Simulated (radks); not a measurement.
Dipole-allowed excitations along the series with 12 electrons in [Ne] 3s2. All-electron calculation, non-relativistic Kohn-Sham, LB94 model potential, spin-polarised, spherical densities, point nucleus. Program: a radial shooting solver on a logarithmic mesh with Libxc functionals. Time-dependent linear response with the Hartree and adiabatic LDA kernel, continuum included through the Sternheimer equations. Lines are the poles of the dipole polarisability below minus the highest occupied eigenvalue, found on a grid refined at the orbital gaps; the lowest seven at most are given, and weak or close lines can be missed. The first line takes the name of the lowest orbital gap if no other gap lies below it; otherwise a line is named after a gap within 0.6 % of it, if that gap stands alone.

P3+: -e(HOMO) (eV) 51.988; lowest orbital gap (eV) 3s-3p 10.153; first line (eV) 13.215 (3s-3p); f 1.42; static alpha (bohr^3) 6.260
S4+: -e(HOMO) (eV) 73.192; lowest orbital gap (eV) 3s-3p 12.205; first line (eV) 15.826 (3s-3p); f 1.30; static alpha (bohr^3) 4.011
Cl5+: -e(HOMO) (eV) 97.519; lowest orbital gap (eV) 3s-3p 14.239; first line (eV) 18.394 (3s-3p); f 1.19; static alpha (bohr^3) 2.741
Ar6+: -e(HOMO) (eV) 124.94; lowest orbital gap (eV) 3s-3p 16.261; first line (eV) 20.934 (3s-3p); f 1.11; static alpha (bohr^3) 1.964
K7+: -e(HOMO) (eV) 155.44; lowest orbital gap (eV) 3s-3p 18.273; first line (eV) 23.454 (3s-3p); f 1.03; static alpha (bohr^3) 1.460
Ca8+: -e(HOMO) (eV) 189.00; lowest orbital gap (eV) 3s-3p 20.278; first line (eV) 25.960 (3s-3p); f 0.965; static alpha (bohr^3) 1.116
